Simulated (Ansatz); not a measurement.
`CBN(C)C` → `BC` + `C=NC` at 600 K and 1 bar (β-hydride elimination).

Isolated molecules relaxed with PBE0-D4/def2-TZVP in Ansatz; ΔE leaves out vibrations. CCSD(T)/CBS adds triple-zeta CCSD(T) − MP2 to the extrapolated MP2 energy (def2 sets, frozen cores). This one scheme is used for every species. Each species was taken in one conformer, which may not be the lowest.

```tsv
species	CCSD(T)/CBS energy (Eh)	H − E (kJ/mol)	S (J/(mol·K))
`CBN(C)C`	-199.71235	416.6	440.0
`BC`	-65.83255	180.5	296.9
`C=NC`	-133.77870	215.0	312.3
```

H − E and S are ideal-gas, rigid-rotor, harmonic terms from PBE0-D4/def2-TZVP, for one conformer and one mirror image of each species. 1 Eh = 2625.50 kJ/mol, R = 8.31446 J/(mol·K).

Problem. By hand: ΔE, ΔH, ΔS and ΔG.

Solution. ΔE = (-65.83255) + (-133.77870) − (-199.71235) = 0.10110 Eh = 265.4 kJ/mol. Δ(H − E) = 180.5 + 215.0 − 416.6 = -21.1, so ΔH = 244.3 kJ/mol. ΔS = 296.9 + 312.3 − 440.0 = 169.2 J/(mol·K). ΔG = 244.3 − 600 × (169.2)/1000 = 142.8 kJ/mol.

Problem. By hand: the equilibrium constant, and the temperature at which ΔG would vanish if ΔH and ΔS stayed fixed.

Solution. log₁₀ K = −ΔG/(RT ln 10) = -12.4. ΔG = 0 at ΔH/ΔS = 1444 K.

The number of gas molecules changes by +1, which sets the sign of ΔS. A doubt of 5 kJ/mol in ΔE shifts log₁₀ K by 0.4 here. Other conformers and mirror images would add mixing entropy, several J/(mol·K) or more a flexible species. These are equilibria of isolated gas molecules and say nothing of rates. Largest T1 diagnostic: 0.012 (customary marks: 0.02 for closed shells, 0.045 for open ones).
